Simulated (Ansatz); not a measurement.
**FGeH3OSi: structure from calculated spectroscopic constants**

These gas-phase data were calculated for one isomer of FGeH3OSi at PBE0-D4/def2-SVP (harmonic, unscaled wavenumbers; equilibrium rotational constants with average atomic masses):

| Quantity | Value |
| --- | --- |
| rotational constants | 12.22, 1.398, 1.322 GHz |
| all wavenumbers above 1500 cm⁻¹ | 2290, 2266, 1845 |
| dipole moment | 1.74 D (PBE0/def2-TZVPD) |

Candidates:

(1) `[F][Ge][O][SiH3]`, a singlet
(2) `F[SiH2][O][GeH]`, a singlet

**Question.** Which structure fits?

**Answer.** Candidate (2). 2 modes lie between 2000 and 2380 cm⁻¹, one for each Si–H bond, while (1) has 3.

The same quantities for all candidates:

```tsv
	rotational constants (GHz)	wavenumbers above 1500 cm⁻¹	dipole (D)	E above the lowest, PBE0-D4/def2-SVP (kcal/mol)
(1)	8.241, 2.057, 1.679	2255, 2247, 2244	1.46	0.0
(2)	12.22, 1.398, 1.322	2290, 2266, 1845	1.74	2.7
```

Each candidate is one conformer. Programs: Ansatz 0.2.0.
